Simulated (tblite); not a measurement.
Distances in Å between the heavy atoms of a computed structure (GFN2-xTB; lower triangle, same order across):
```
C1    0.00
S2    1.81  0.00
C3    2.74  1.72  0.00
C4    3.11  2.83  1.37  0.00
C5    3.29  3.76  2.69  1.45  0.00
C6    4.65  4.96  3.62  2.26  1.36  0.00
C7    5.28  5.08  3.46  2.28  2.30  1.45  0.00
C8    4.54  3.97  2.27  1.45  2.32  2.27  1.36  0.00
C9    5.01  3.91  2.30  2.35  3.61  3.72  2.67  1.45  0.00
C10   4.16  2.76  1.48  2.30  3.75  4.31  3.61  2.26  1.34  0.00
```

Hydrogens: 3 on C1, 1 on C5, 1 on C6, 1 on C7, 1 on C9, 1 on C10.

Charge 0, singlet.

(1) Read off the bonds between heavy atoms and their formal orders.

(2) Give the structure as a SMILES string.

(3) Which rings does it hold (smallest set)?

(4) Classify the heavy atoms.

## Answers

(1) C1–S2 (single); S2–C3 (single); C3–C4 (double); C4–C5 (single); C5–C6 (double); C6–C7 (single); C7–C8 (double); C8–C9 (single); C9–C10 (double); C3–C10 (single); C4–C8 (single).

(2) `CSC1=C2C=CC=C2C=C1`, C9H8S. Among its features: C=C double bond and sulfide.

(3) C4–C5–C6–C7–C8 (5 members, 0.00 Å rms from planarity); C3–C4–C8–C9–C10 (5 members, 0.00 Å rms from planarity).

(4) C1: S-methyl carbon; S2: sulfide sulfur; C3: fully substituted alkene carbon; C4: fully substituted alkene carbon; C5: alkene CH carbon; C6: alkene CH carbon; C7: alkene CH carbon; C8: fully substituted alkene carbon; C9: alkene CH carbon; C10: alkene CH carbon.

Shape of the structure used: `[CH3:1][S:2][C:3]1=[C:4]2[CH:5]=[CH:6][CH:7]=[C:8]2[CH:9]=[CH:10]1`: C1–S2–C3–C4 0°.
